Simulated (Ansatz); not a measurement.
Isolated molecules relaxed with PBE0-D4/def2-TZVP in Ansatz; ΔE leaves out vibrations. CCSD(T)/CBS is the MP2 limit (def2-TZVPP, def2-QZVPP) plus CCSD(T) − MP2 in def2-TZVPP, frozen cores. Functionals use def2-TZVPP. B3LYP here is the variant with VWN-RPA as its local correlation; programs differ in this. For Ge outer-core shells are correlated without core-valence functions, which leaves a few kJ/mol of doubt a bond. Scalar relativity is left out up to krypton. Each species was taken in one conformer, which may not be the lowest.

Consider the isomerisation: `C#CC[CH2][GeH3]` → `C=[CH][GeH2][CH]=C`.

```csv
level,ΔE (kcal/mol)
B3LYP-D4,-14.0
ωB97X-V,-12.1
PBE,-12.4
HF/def2-TZVPP,-12.5
SCS-MP2/def2-TZVPP,-10.9
MP2/def2-QZVPP,-9.6
SCS-MP2/def2-QZVPP,-10.4
HF/CBS(def2),-12.3
```

(1) What does CCSD(T)/CBS give? (An estimate is asked.)

Largest T1 diagnostic among the species: 0.012.

## Answers

(1) Ansatz gave: -12.6 kcal/mol. The listed levels differ from it by -1.4, 0.5, 0.2, 0.1, 1.7, 3.0, 2.2, 0.3 kcal/mol.

The D4 term adds −1.1 kcal/mol with B3LYP and −0.6 kcal/mol with PBE0; it sums over pairs of atoms, weighted by their polarisabilities, and B3LYP, whose exchange is more repulsive, gets the larger term.
